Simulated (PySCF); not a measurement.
HTe, SMILES [TeH], multiplicity 2. The structure is a stationary point at PBE0-D3(BJ)/def2-TZVPD. The def2 effective core potentials stand for the cores of Te; spin–orbit coupling is left out.

Method: PySCF 2.14.0 with PBE0-D3(BJ)/def2-TZVPD.

Harmonic wavenumbers (cm⁻¹): 2156. Rotational constants (GHz): 183.7 (linear); symmetry number 1.

Problem. Work out the zero-point energy and the ideal-gas rigid-rotor harmonic-oscillator thermochemistry at 298.15 K and 1 atm.

Solution. ZPE = ½ Σ hcν = ½ × 2156 cm⁻¹ = 12.90 kJ/mol. H − E(el) = 21.58 kJ/mol. Entropy in J/(mol K): translation 169.32, rotation 37.59, vibration 0.00, spin 5.76, total 212.68. G − E(el) = -41.83 kJ/mol. Cp = 29.13 J/(mol K).
